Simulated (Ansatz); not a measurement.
Series (H2BX)2: PBE-D4/def2-SVP single points in Ansatz on relaxed structures, gas phase. Binding counts from free atoms in the multiplicity of their measured ground term, without zero-point energy. The structures are stationary points that may keep the symmetry of their start.

| species | atoms | state | geometry | HOMO (eV) | LUMO (eV) | gap (eV) | binding per atom (eV) | point group (within 0.1 Å) |
| --- | --- | --- | --- | --- | --- | --- | --- | --- |
| (H2B-mu-SH)2 (B2H6S2) | 10 | singlet | PBE-D4/def2-SVP | -6.95 | -0.91 | 6.05 | 3.41 | C2v |
| (H2B-mu-NH2)2 (B2N2H8) | 12 | singlet | PBE-D4/def2-SVP | -6.54 | 0.48 | 7.01 | 3.79 | D2h |
| (H2B-mu-PH2)2 (B2P2H8) | 12 | singlet | PBE-D4/def2-SVP | -6.44 | -1.16 | 5.28 | 3.23 | D2h |

The gap (eV) runs from 5.28 ((H2B-mu-PH2)2) to 7.01 ((H2B-mu-NH2)2).
